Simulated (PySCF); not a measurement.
**From r²SCAN to CCSD(T): MI along group 13**

r²SCAN and CCSD(T) in PySCF with def2-SVP on every atom (core potentials on In, I, Tl), for the lowest determinant that a PBE0 search found; no spin–orbit coupling.

```tsv
molecule	state (unpaired electrons)	r²SCAN Re (Å)	r²SCAN ωe (cm⁻¹)	r²SCAN De (eV)	CCSD(T) Re (Å)	CCSD(T) ωe (cm⁻¹)	CCSD(T) De (eV)
AlI	singlet (closed shell)	2.553	317	3.97	?	?	?
GaI	singlet (closed shell)	2.583	222	3.87	2.590	223	3.50
InI	singlet (closed shell)	2.789	177	3.70	2.796	179	3.34
TlI	singlet (closed shell)	2.869	150	3.63	2.883	150	3.23
```

**Question.** Estimate the CCSD(T) values of AlI by adding the mean shift from r²SCAN to CCSD(T) of the other rows, and compare with the calculation.

**Answer.** The mean shifts are +0.9 pm, +1 cm⁻¹ and -0.38 eV, which give 2.562 Å, 318 cm⁻¹ and 3.59 eV. CCSD(T)/def2-SVP gives Re = 2.543 Å, ωe = 327 cm⁻¹, De = 3.68 eV.

**Question.** What are the mean differences of r²SCAN from CCSD(T) over the whole series?

**Answer.** Re -0.4 pm, ωe -3 cm⁻¹, De +0.36 eV.

In a basis of this size CCSD(T) is itself not converged; it tends to give bonds that are too long and too weak.

Correlated steps freeze the inner cores (8 to 13 orbitals); shallow outer-core shells are correlated. Correlated levels converge slowly with the basis: in double zeta they bind strong bonds too weakly, by up to about 1 eV, and carry superposition errors of some tenths. Spin–orbit coupling is left out, which matters for elements this heavy, above all for dissociation energies. Where the molecule has an RHF reference, its open-shell atoms are computed with UHF.
